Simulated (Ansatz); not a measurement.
This geometry of Cl₂H₅NOSZr (11 atoms, charge 0, multiplicity 1) is a first-order saddle point.

All numbers below come from RKS PBE-D4/def2-SVP in Ansatz 0.2.0.

```xyz
11
Properties=species:S:1:pos:R:3
Zr 0.151 -0.323 -0.208
O -0.188 -0.211 1.901
H -0.346 0.520 2.526
Cl 2.201 0.474 -1.054
N -0.931 1.373 -0.487
H -1.954 1.462 -0.456
H -0.531 2.307 -0.639
Cl -1.196 -1.873 -1.384
S 1.447 -2.303 1.269
H 0.417 -3.194 1.211
H 0.534 -1.113 2.101
```

Which two structures does it join? (They come from a converged band through this point; their orientation in space is the band's.)

Bonds broken: S9–H11. Bonds formed: O2–H11.

Image 0:

```xyz
11
Properties=species:S:1:pos:R:3
Zr -0.089 -0.061 0.091
O -0.500 -0.036 1.992
H -0.995 0.550 2.587
Cl 2.192 0.585 -0.290
N -0.972 1.586 -0.689
H -1.917 1.626 -1.090
H -0.533 2.509 -0.794
Cl -1.419 -1.704 -1.046
S 1.382 -2.589 0.723
H 0.413 -3.195 1.464
H 2.042 -2.153 1.832
```

Image 8:

```xyz
11
Properties=species:S:1:pos:R:3
Zr 0.011 -0.507 -0.272
O -0.819 -0.155 1.979
H -1.565 -0.791 2.034
Cl 0.741 -0.793 -2.501
N -0.094 1.498 -0.188
H 0.204 2.142 -0.931
H -0.547 2.022 0.570
Cl -1.968 -1.901 -0.176
S 1.960 -1.260 1.096
H 1.760 -2.554 0.702
H -0.079 -0.584 2.468
```

How far does it lie above each of them?

0.48 eV above the first and 0.54 eV above the second. This is the barrier of this one path; another mechanism may lie lower. The orbitals stay closed-shell, which can raise the energy where a bond breaks towards radicals; this wasn't checked here.

Time of the run: 7.4 min on 4 threads of Arm Neoverse V2, on a shared host, peak memory 0.22 GiB.
